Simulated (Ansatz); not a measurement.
F4Hf, SMILES `[F][Hf]([F])([F])[F]`, relaxed with RKS PBE0-D4/def2-TZVP in the Gaussian-basis code of Ansatz from a PBE-D4/def2-SVP geometry. The force threshold is 0.005 eV/Å; the program also tests the step.

Total charge 0; spin multiplicity 1. Hf takes the def2 core potential.

Start:

```xyz
5

F     1.535   -1.130    0.187
Hf    0.000    0.000    0.000
F     0.023    0.826   -1.729
F    -1.591   -1.050    0.188
F     0.033    1.354    1.354
```

Problem. By how much does the energy fall, and how many steps does the optimiser take? (An estimate is asked.)

Solution. Ansatz gave: 2.10 kJ/mol, in 2 steps.

Problem. Which bonds change most? (Best estimate.)

Solution. Computed: Hf2–F3 from 1.916 to 1.897 Å; Hf2–F4 from 1.916 to 1.897 Å; F1–Hf2 from 1.916 to 1.897 Å; Hf2–F5 from 1.916 to 1.897 Å.

Problem. Give the relaxed structure. (Best estimate.)

Solution. Computed: 
```xyz
5

F     1.521   -1.119    0.186
Hf    0.000    0.000    0.000
F     0.022    0.817   -1.712
F    -1.576   -1.040    0.185
F     0.034    1.341    1.341
```
